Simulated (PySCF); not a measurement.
Work out the structure from these simulated measurements.

Elements present: C, F, H and O. Monoisotopic mass: 142.0042 u.

| Quantity | Value |
| --- | --- |
| Triplet | lowest triplet excitation (Tamm–Dancoff): 3.70 eV [TDA B3LYP/def2-SVPD] |
| Polarisability | 54.4 au [B3LYP/def2-SVPD] |
| UV, strongest line | among the 8 lowest singlet transitions: S2 at 6.22 eV (199 nm, f = 0.284) [TDDFT B3LYP/def2-SVPD] |
| 1H NMR | chemical shifts (computed TMS as zero) by class: 6.85 (1 H), 6.42 (1 H) ppm [GIAO PBE0/pcSseg-1] |
| 13C NMR | chemical shifts (computed TMS as zero) by class: 159.8 (1 C), 153.3 (1 C), 133.0 (1 C), 129.6 (1 C) ppm [GIAO PBE0/pcSseg-1] |
| Rotational structure | rotational constants A, B, C: 3.701, 1.009, 0.921 GHz [GFN2-xTB] |

Gas-phase values; electronic properties from PySCF, density fitting. Levels stand in brackets. Isolated species at its GFN2-xTB geometry (one conformer only). NMR values are class means; diastereotopic atoms form classes of their own.

Question: Which formula fits the mass and the elements?

Answer: C4H2F4O (calculated 142.0042). No other formula that holds each of these elements comes within 0.0003 u with a fitting electron parity and a possible valence count.

Question: What is the compound? Reason from the data.

Answer: Numbering: `[O:1]=[C:2]([F:3])/[CH:4]=[CH:5]\[C:6]([F:7])([F:8])[F:9]`. Its formula, C4H2F4O, gives 2 degrees of unsaturation: 0 rings and 2 π bonds in the structure found. 4 carbons fall into 4 classes; from least to most shielded: acyl halide carbon [C2] (159.8 ppm), alkene CH carbon [C5] (153.3 ppm), alkene CH carbon [C4] (133.0 ppm), CF3 carbon [C6] (129.6 ppm). Hydrogen classes from least to most shielded: 1 H on an alkene CH carbon, C5 (6.85 ppm), 1 H on an alkene CH carbon, C4 (6.42 ppm). The optimised geometry has point group Cs and is an asymmetric top. Structure: `O=C(F)/C=C\C(F)(F)F`. Computed isomers that give other values at the same levels: `FC(F)(F)OC1(F)C=C1` (13C chemical shifts (computed TMS as zero) by class: 134.4 (2 C), 131.8 (1 C), 93.5 (1 C) ppm); `C=C(C(=O)F)C(F)(F)F` (13C chemical shifts (computed TMS as zero) by class: 158.6 (1 C), 147.2 (1 C), 136.7 (1 C), 129.8 (1 C) ppm); `O=C[C@@H](F)C(F)=C(F)F` (13C chemical shifts (computed TMS as zero) by class: 205.9 (1 C), 169.4 (1 C), 138.9 (1 C), 96.6 (1 C) ppm). The assignments are read from this structure; whether some other isomer fits the data as well wasn't checked.

The values belong to the conformer `[O:1]=[C:2]([F:3])/[CH:4]=[CH:5]\[C:6]([F:7])([F:8])[F:9]`: O1–C2–C4–C5 0°, C4–C5–C6–F7 180°.
